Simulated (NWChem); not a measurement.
C3H10Si; SMILES C(C)([SiH3])C

```xyz
14

Si    -0.0375     1.3878     0.0000
C      0.3922    -0.4603     0.0000
C     -0.1127    -1.1518    -1.2665
C     -0.1127    -1.1518     1.2665
H      0.5220     2.0596    -1.2155
H      0.5220     2.0596     1.2155
H     -1.5241     1.5764     0.0000
H      1.4980    -0.4994     0.0000
H      0.1860    -2.2136    -1.2838
H     -1.2136    -1.1239    -1.3273
H      0.2809    -0.6832    -2.1822
H      0.2809    -0.6832     2.1822
H      0.1860    -2.2136     1.2838
H     -1.2136    -1.1239     1.3273
```
Atoms are numbered in this order, from 1.

All runs: NWChem. Pople sets run with spherical d functions. Geometry: optimised at PBE0/def2-SVP. No frequency run checked for a minimum. Total energies compare along this basis series because the functional is fixed.

```json
[
 {"level": "B3LYP/STO-3G", "basis functions": "34", "energy (Ha)": "-405.0798", "highest occupied level (eV)": "?", "orbital gap (eV)": "?", "dipole (D)": "?"},
 {"level": "B3LYP/3-21G", "basis functions": "60", "energy (Ha)": "-407.6609", "highest occupied level (eV)": "-7.81", "orbital gap (eV)": "9.30", "dipole (D)": "0.83"},
 {"level": "B3LYP/6-31G*", "basis functions": "80", "energy (Ha)": "-409.8282", "highest occupied level (eV)": "-7.76", "orbital gap (eV)": "8.89", "dipole (D)": "0.86"},
 {"level": "B3LYP/6-31+G*", "basis functions": "96", "energy (Ha)": "-409.8337", "highest occupied level (eV)": "-7.92", "orbital gap (eV)": "7.81", "dipole (D)": "0.86"},
 {"level": "B3LYP/6-311G**", "basis functions": "140", "energy (Ha)": "-409.8951", "highest occupied level (eV)": "-7.93", "orbital gap (eV)": "8.49", "dipole (D)": "0.85"},
 {"level": "B3LYP/6-311++G**", "basis functions": "166", "energy (Ha)": "-409.8957", "highest occupied level (eV)": "-7.94", "orbital gap (eV)": "7.62", "dipole (D)": "0.83"}
]
```

**Question.** Fill in the missing entries.

**Answer.** 
- B3LYP/STO-3G, highest occupied level (eV): -6.27
- B3LYP/STO-3G, orbital gap (eV): 14.01
- B3LYP/STO-3G, dipole (D): 0.19
